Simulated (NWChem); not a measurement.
System: C5H2FN; SMILES C#C/C=C(/F)C#N

Here is an NWChem input.

```
start job
memory heap 200 mb stack 900 mb global 1100 mb
geometry units angstroms noautoz
  C      0.221189    -2.807156     0.000000
  C     -0.344977    -1.718995     0.000000
  C     -1.025481    -0.482438     0.000000
  C     -0.410729     0.734339     0.000000
  F     -1.138210     1.860305     0.000000
  C      1.004967     0.941140     0.000000
  N      2.163078     1.135193     0.000000
  H      0.732414    -3.760206     0.000000
  H     -2.129394    -0.474014     0.000000
end
basis spherical
  * library 6-31g*
end
dft
  xc xpbe96 cpbe96
  iterations 150
  mulliken
end
task dft energy
```

Parts of the log:

```
             Northwest Computational Chemistry Package (NWChem) 7.3.0
             --------------------------------------------------------

 CS  symmetry detected

                             Geometry "geometry" -> ""
                             -------------------------

 Output coordinates in angstroms (scale by  1.889725989 to convert to a.u.)

  No.       Tag          Charge          X              Y              Z
 ---- ---------------- ---------- -------------- -------------- --------------
    1 C                    6.0000     0.34654901    -2.80372004     0.00000000
    2 C                    6.0000    -0.26891257    -1.74266145     0.00000000
    3 C                    6.0000    -1.00539571    -0.53860518     0.00000000
    4 C                    6.0000    -0.44707807     0.70507794     0.00000000
    5 F                    9.0000    -1.22541833     1.79650566     0.00000000
    6 C                    6.0000     0.95764757     0.97656955     0.00000000
    7 N                    7.0000     2.10564357     1.22351659     0.00000000
    8 H                    1.0000     0.90093268    -3.73232870     0.00000000
    9 H                    1.0000    -2.10853405    -0.58080323     0.00000000

 Effective nuclear repulsion energy (a.u.)     228.1026667824

      Symmetry information
      --------------------

 Group name             Cs
 Group number              2
 Group order               2
 No. of unique centers     9

  pbe96 is a nonlocal functional; adding pw91lda local functional.

                                 NWChem DFT Module
                                 -----------------

 Summary of "ao basis" -> "ao basis" (spherical)
 ------------------------------------------------------------------------------
       Tag                 Description            Shells   Functions and Types
 ---------------- ------------------------------  ------  ---------------------
 C                           6-31g*                  6       14   3s2p1d
 F                           6-31g*                  6       14   3s2p1d
 N                           6-31g*                  6       14   3s2p1d
 H                           6-31g*                  2        2   2s

      Symmetry analysis of basis
      --------------------------

        a'         74
        a"         28

            General Information
            -------------------
          SCF calculation type: DFT
          Wavefunction type:  closed shell.
          No. of atoms     :     9
          No. of electrons :    48
           Alpha electrons :    24
            Beta electrons :    24
          Charge           :     0
          Spin multiplicity:     1
          Use of symmetry is: on ; symmetry adaption is: on
          Maximum number of iterations: 150
          AO basis - number of functions:   102
                     number of shells:    46
          Convergence on energy requested:  1.00D-06
          Convergence on density requested:  1.00D-05
          Convergence on gradient requested:  5.00D-04

              XC Information
              --------------
          PerdewBurkeErnzerhof Exchange Functional  1.000
            Perdew 1991 LDA Correlation Functional  1.000 local
           PerdewBurkeErnz. Correlation Functional  1.000 non-local

             Grid Information
             ----------------
          Grid used for XC integration:  medium
          Radial quadrature: Mura-Knowles
          Angular quadrature: Lebedev.
          Tag              B.-S. Rad. Rad. Pts. Rad. Cut. Ang. Pts.
          ---              ---------- --------- --------- ---------
          C                   0.70       49          11.0       434
          F                   0.50       49          12.0       434
          N                   0.65       49          12.0       434
          H                   0.35       45          11.0       434
          Grid pruning is: on
          Number of quadrature shells:   433
          Spatial weights used:  Erf1

      Superposition of Atomic Density Guess
      -------------------------------------

 Sum of atomic energies:        -342.96380609

      Non-variational initial energy
      ------------------------------

 Total energy =    -346.119211
 1-e energy   =    -919.437453
 2-e energy   =     345.215575
 HOMO         =      -0.244113
 LUMO         =      -0.045947

      Symmetry analysis of molecular orbitals - initial
      -------------------------------------------------

  Numbering of irreducible representations:

     1 a'          2 a"

  Orbital symmetries:

     1 a'          2 a'          3 a'          4 a'          5 a'
     6 a'          7 a'          8 a'          9 a'         10 a'
    11 a'         12 a'         13 a'         14 a'         15 a"
    16 a'         17 a'         18 a'         19 a"         20 a'
    21 a'         22 a"         23 a'         24 a"         25 a"
    26 a'         27 a'         28 a"         29 a'         30 a'
    31 a"         32 a'         33 a'         34 a'

     ---------------------------------------------
      Total Density - Mulliken Population Analysis
     ---------------------------------------------

    Atom       Charge   Shell Charges
 -----------   ------   -------------------------------------------------------
    1 C    6     6.52   2.00  0.74  1.89  0.71  1.15  0.03
    2 C    6     5.82   2.00  0.73  1.86  0.50  0.69  0.04
    3 C    6     6.33   2.00  0.72  1.90  0.53  1.15  0.03
    4 C    6     5.17   2.00  0.67  1.53  0.42  0.50  0.06
    5 F    9     9.45   2.00  0.94  3.37  1.02  2.11  0.01
    6 C    6     5.42   2.00  0.74  1.60  0.47  0.57  0.05
    7 N    7     7.83   2.00  0.89  2.39  0.99  1.53  0.03
    8 H    1     0.70   0.42  0.29
    9 H    1     0.75   0.45  0.31

   convergence    iter        energy       DeltaE   RMS-Dens  Diis-err
 ---------------- ----- ----------------- --------- --------- ---------
 d= 0,ls=0.0,diis     1   -345.6043750155 -5.74D+02  3.31D-02  1.60D+00
 d= 0,ls=0.0,diis     2   -344.3827990644  1.22D+00  2.49D-02  1.14D+01
 d= 0,ls=0.0,diis     3   -345.7436093270 -1.36D+00  7.11D-03  4.52D-01
 d= 0,ls=0.0,diis     4   -345.7629080219 -1.93D-02  3.84D-03  3.06D-01
 d= 0,ls=0.0,diis     5   -345.7939437409 -3.10D-02  1.75D-03  4.50D-02
  Resetting Diis
 d= 0,ls=0.0,diis     6   -345.7985777281 -4.63D-03  6.51D-04  9.89D-03
 d= 0,ls=0.0,diis     7   -345.7997005260 -1.12D-03  3.64D-04  1.69D-04
 d= 0,ls=0.0,diis     8   -345.7995394241  1.61D-04  2.95D-04  1.17D-03
 d= 0,ls=0.0,diis     9   -345.7997216964 -1.82D-04  5.37D-05  4.55D-05
 d= 0,ls=0.0,diis    10   -345.7997264995 -4.80D-06  1.70D-05  8.04D-06
 d= 0,ls=0.0,diis    11   -345.7997274576 -9.58D-07  3.29D-06  1.43D-07

         Total DFT energy =     -345.799727457582
      One electron energy =     -922.367898710951
           Coulomb energy =      393.117326318671
    Exchange-Corr. energy =      -44.651821847664
 Nuclear repulsion energy =      228.102666782362

 Numeric. integr. density =       47.999999120665

                  Occupations of the irreducible representations
                  ----------------------------------------------

                     irrep           alpha         beta
                     --------     --------     --------
                     a'               20.0         20.0
                     a"                4.0          4.0

                       DFT Final Molecular Orbital Analysis
                       ------------------------------------

 Vector   22  Occ=2.000000D+00  E=-3.064263D-01  Symmetry=a"
              MO Center=  2.4D-01, -7.0D-01, -8.4D-16, r^2= 4.0D+00
   Bfn.  Coefficient  Atom+Function         Bfn.  Coefficient  Atom+Function
  ----- ------------  ---------------      ----- ------------  ---------------
    19      0.329107  2 C  pz                33      0.275027  3 C  pz
    89     -0.271972  7 N  pz                 5      0.230618  1 C  pz
    75     -0.229559  6 C  pz                37      0.184977  3 C  pz
    23      0.165245  2 C  pz                93     -0.155272  7 N  pz
     9      0.125125  1 C  pz                79     -0.117707  6 C  pz

 Vector   23  Occ=2.000000D+00  E=-2.613855D-01  Symmetry=a'
              MO Center= -2.8D-02, -2.1D+00, -4.2D-16, r^2= 1.8D+00
   Bfn.  Coefficient  Atom+Function         Bfn.  Coefficient  Atom+Function
  ----- ------------  ---------------      ----- ------------  ---------------
     3      0.361453  1 C  px                17      0.357382  2 C  px
     4      0.213092  1 C  py                 7      0.207437  1 C  px
    18      0.202093  2 C  py                22      0.190064  2 C  py
     8      0.170715  1 C  py                21      0.139084  2 C  px
   102      0.121070  9 H  s                 48     -0.116750  4 C  s

 Vector   24  Occ=2.000000D+00  E=-2.284440D-01  Symmetry=a"
              MO Center= -5.1D-02, -7.7D-01, -4.3D-15, r^2= 4.5D+00
   Bfn.  Coefficient  Atom+Function         Bfn.  Coefficient  Atom+Function
  ----- ------------  ---------------      ----- ------------  ---------------
     5      0.341002  1 C  pz                47     -0.310783  4 C  pz
    33     -0.252159  3 C  pz                 9      0.233287  1 C  pz
    19      0.227491  2 C  pz                61      0.219340  5 F  pz
    89      0.211320  7 N  pz                37     -0.185633  3 C  pz
    51     -0.182563  4 C  pz                65      0.169701  5 F  pz

[...]
```

Level: PBE/6-31G* (spherical d). All runs use the structure optimised with PBE-D3(BJ)/def2-SVP.
